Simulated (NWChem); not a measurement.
BHOIF; SMILES OB(F)I

```xyz
5

B      0.0240    -1.3204     0.0000
F     -1.1233    -1.9835     0.0000
I     -0.0135     0.8119     0.0000
O      1.2002    -1.9575     0.0000
H      1.1039    -2.9190     0.0000
```
Atoms are numbered in this order, from 1.

Results from NWChem. The geometry was optimised at PBE0/def2-SVP. def2 effective core potentials on I; no spin-orbit coupling. Vertical excitations in the gas phase; the lowest state need not have the same character in each row.

| level | lowest excitation, singlet (eV) | oscillator strength of that lowest state | lowest state with f > 0.02, singlet (eV) | lowest triplet (eV) | orbital gap (eV) |
|---|---|---|---|---|---|
| PBE/def2-SVP, TDA | 5.69 | 0.000 | 6.45 | 5.57 | 5.64 |
| B3LYP/def2-SVP, TDA | 6.18 | 0.000 | 6.85 | 6.00 | 7.34 |
| BHandHLYP/def2-SVP, TDA | 6.94 | 0.000 | 7.52 | 6.36 | 9.92 |
